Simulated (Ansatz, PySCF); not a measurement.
CH$_{3}$O$_{2}$ (SMILES O=C[OH2+]), charge +1, singlet, geometry from GFN2-xTB. Base run: BLYP/aug-cc-pVDZ in PySCF.

The PySCF input:
```python
from pyscf import gto, scf, dft

mol = gto.M(
    atom='''
O     0.851809    0.788827    0.420931
C     0.516099   -0.173020   -0.103227
O    -0.998995   -0.451134   -0.171286
H     0.998297   -1.033837   -0.565574
H    -1.558831    0.301028    0.137339
H    -1.358567   -0.930619   -0.949564
''',
    basis='aug-cc-pvdz',
    charge=1,
    spin=0,
    verbose=3,
)

mf = dft.RKS(mol)
mf.xc = 'blyp'
mf.kernel()
```

The same geometry, method and basis name were run in Ansatz (an electronic-structure program) and PySCF, at each program's defaults and at the settings that a row names. The base is PySCF at its defaults. Differences at the defaults can come from grids, fitting, cores and function types together.

```
code and settings                                                               ΔE vs base (µEh)  basis functions      E (Eh)  SCF cycles
------------------------------------------------------------------------------  ----------------  ---------------  ----------  ----------
PySCF, defaults (exact integrals, its default grid, spherical functions)                     0.0               96  -190.01593          10
Ansatz, defaults (factorised integrals, its default grid, spherical functions)              -2.8               96  -190.01593           -
PySCF, density fitting with def2-universal-jkfit                                           -77.8               96  -190.01600          10
PySCF, fine grid                                                                            -0.2               96  -190.01593          10
Ansatz, high accuracy                                                                       -0.2               96  -190.01593           -
```
